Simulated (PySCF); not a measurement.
## Orbital energies and ionisation energy

Species: C4H5F4NO.
SMILES with atom numbers: `[CH3:1]/[N:2]=[CH:3]\[C@H:4]([F:5])[O:6][C:7]([F:8])([F:9])[F:10]` (hydrogens: H11, H12, H13 on C1; H14 on C3; H15 on C4)

Geometry (PBE0-D3(BJ)/def2-SVP, Å), atoms numbered from 1 in this order:
```xyz
15
C4H5F4NO angstrom
C     -1.9319    0.2422   -0.6867
N     -1.9570    0.3010    0.7479
C     -0.9587   -0.0100    1.4512
C      0.3976   -0.4887    0.9734
F      1.1311   -0.8545    2.0525
O      1.0289    0.5747    0.3125
C      1.9815    0.2723   -0.5949
F      1.4951   -0.4983   -1.5772
F      3.0040   -0.3819   -0.0590
F      2.4139    1.3986   -1.1187
H     -1.0331   -0.1984   -1.1512
H     -2.0442    1.2680   -1.0740
H     -2.8203   -0.3106   -1.0300
H     -1.0324    0.0559    2.5486
H      0.3251   -1.3601    0.2996
```

Level: wB97X-D/def2-SVPD (PySCF). Frontier orbitals with their largest atomic shares (Löwdin; up to four atoms above 4 %):

| orbital | ε (eV) | main atoms |
| --- | --- | --- |
| HOMO−3 | -12.95 | O6 32 %, F5 21 %, C4 9 %, C3 8 % |
| HOMO−2 | -12.86 | O6 52 %, F5 11 %, C4 9 %, F8 7 % |
| HOMO−1 | -11.11 | N2 35 %, C3 29 %, C1 14 %, H12 6 % |
| HOMO | -9.66 | ? |
| LUMO | 0.74 | N2 34 %, C3 33 %, C4 9 %, H14 5 % |
| LUMO+1 | 2.19 | C1 20 %, F8 10 %, H15 10 %, C7 9 % |
| LUMO+2 | 2.82 | C1 13 %, F5 10 %, H15 8 %, H13 8 % |

**Question.** What vertical ionisation energy does ΔSCF give, and how far is −ε(HOMO) from it?

**Answer.** ΔSCF: 9.98 eV (963 kJ/mol; threshold wavelength 124 nm); ⟨S²⟩ of the doublet left behind is 0.764, against 0.75 for a pure doublet. −ε(HOMO) is 9.66 eV, 0.32 eV below it. For the exact functional −ε(HOMO) would equal the first vertical ionisation energy; wB97X-D (range-separated hybrid) falls short of its own ΔSCF value by 3 %. Holes in the HOMO−1 and HOMO−2 were tried too where these lie within 1.2 eV of the HOMO; the lowest converged state counts.

**Question.** On which atoms does the HOMO lie?

**Answer.** N2 (imine nitrogen) 56 %, C1 (N-methyl carbon) 12 %, C3 (imine carbon) 11 %, C4 (sp3 C–F carbon) 6 %, so more than half of it is on one atom. The HOMO−1 lies 1.45 eV lower.

**Question.** With α = 64.2 au, estimate the like-pair dispersion coefficient by London's formula C6 = (3/4)α²I.

**Answer.** I = 0.3669 Eh, so C6 ≈ 1130 au, a rough estimate.

**Question.** What kinetic energy would electrons from this vertical process carry with Lyman-α light (10.199 eV)?

**Answer.** 10.20 − 9.98 = 0.22 eV.

**Question.** How many of the 10 lowest singlet excitations (vertical TDDFT, same level) lie below the ionisation energy?

**Answer.** All 10; they run from 4.70 to 9.17 eV.

**Question.** What total energies stand behind the ΔSCF value?

**Answer.** E(N) = -684.08082 Eh and E(N − 1) = -683.71391 Eh at the same geometry, 0.36691 Eh apart.

Geometry: PBE0-D3(BJ)/def2-SVP, one conformer, isolated molecule.

Note: wB97X-D ran without an empirical dispersion term, which enters the total energy and its gradient alone.
